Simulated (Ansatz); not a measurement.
Born–Oppenheimer molecular dynamics of CH₈GeS (11 atoms, charge 0, multiplicity 1). It starts at the highest image of a converged band. Of that band: Neighbouring images differ by up to 2.7 eV, so the band resolves the path poorly. A vibrational analysis at the climbing image gives one clearly imaginary mode, 1190i cm⁻¹: a first-order saddle point.

Computed with RKS PBE/def2-SVP in Ansatz.

```yaml
ensemble: NVE (velocity Verlet)
time_step: 0.5 fs
steps_asked: 200
starting_velocities_drawn_for: 100 K
seed: 3260
```

First frame:

```xyz
11
Properties=species:S:1:pos:R:3
Ge -0.219 1.113 0.384
S 2.096 -0.271 0.743
H -1.688 1.370 -0.130
H -0.350 1.109 1.929
H 0.667 2.180 -0.298
H 0.615 -0.597 -0.196
C -0.522 -0.813 -0.878
H 1.586 -0.986 1.785
H -1.450 -1.116 -0.357
H 0.013 -1.742 -1.179
H -0.748 -0.248 -1.802
```

Q: What does the run give?

A: The run went to its last step.

| Property | Result |
| --- | --- |
| steps done | 200 |
| time covered | 100 fs |
| mean temperature over the second half | 2174 K |
| spread of the potential energy over the second half | 14.5 meV per atom |
| mean potential energy of the second half above the start | -219.3 meV per atom |

The conserved energy stayed within 0.036 meV per atom of its start (net change -0.0065 meV per atom), so the integration is sound. The system heated up, since it started high on the potential surface and ran downhill. A run of 0.1 ps of so small a system gives no equilibrium averages. The orbitals stay closed-shell, which can raise the energy where a bond breaks towards radicals; this wasn't checked here.

Q: What happens to the structure?

A: The step under study would form Ge1–C7, S2–H6 and break Ge1–S2, H6–C7. These pairs go: Ge1–C7 2.32 → 6.18 Å, S2–H6 1.78 → 5.95 Å, Ge1–S2 2.72 → 2.50 Å, H6–C7 1.34 → 1.10 Å. In the last frame they stand as before the step (other bonds may differ from the relaxed reactants and products). It ends as CH4 + GeH4S. Pairs count as bonded within 1.25 times the sum of covalent radii (0.12 Å more for H–H). The details hang on the random start.

Q: How do temperature and energy run in time?

A: 
| time (fs) | T (K) | potential energy less start (eV) | conserved less start (meV/atom) |
| --- | --- | --- | --- |
| 0.0 | 100 | 0.000 | 0.00 |
| 5.0 | 79 | 0.025 | 0.01 |
| 10.0 | 95 | 0.006 | 0.02 |
| 15.0 | 167 | -0.078 | 0.02 |
| 20.0 | 310 | -0.245 | 0.03 |
| 25.0 | 604 | -0.586 | 0.03 |
| 30.0 | 1024 | -1.074 | 0.02 |
| 35.0 | 1482 | -1.608 | 0.01 |
| 40.0 | 1908 | -2.103 | -0.01 |
| 45.0 | 2226 | -2.474 | -0.02 |
| 50.0 | 2358 | -2.626 | -0.02 |
| 55.0 | 2304 | -2.564 | -0.02 |
| 60.0 | 2088 | -2.312 | 0.02 |
| 65.0 | 1955 | -2.157 | 0.03 |
| 70.0 | 2001 | -2.211 | 0.03 |
| 75.0 | 2171 | -2.409 | 0.02 |
| 80.0 | 2335 | -2.600 | 0.00 |
| 85.0 | 2344 | -2.610 | -0.01 |
| 90.0 | 2242 | -2.492 | -0.02 |
| 95.0 | 2094 | -2.319 | 0.00 |
| 100.0 | 2052 | -2.271 | -0.01 |

Run time: 5.7 min on 2 threads of Arm Neoverse V1 (shared host), peak memory 0.14 GiB.
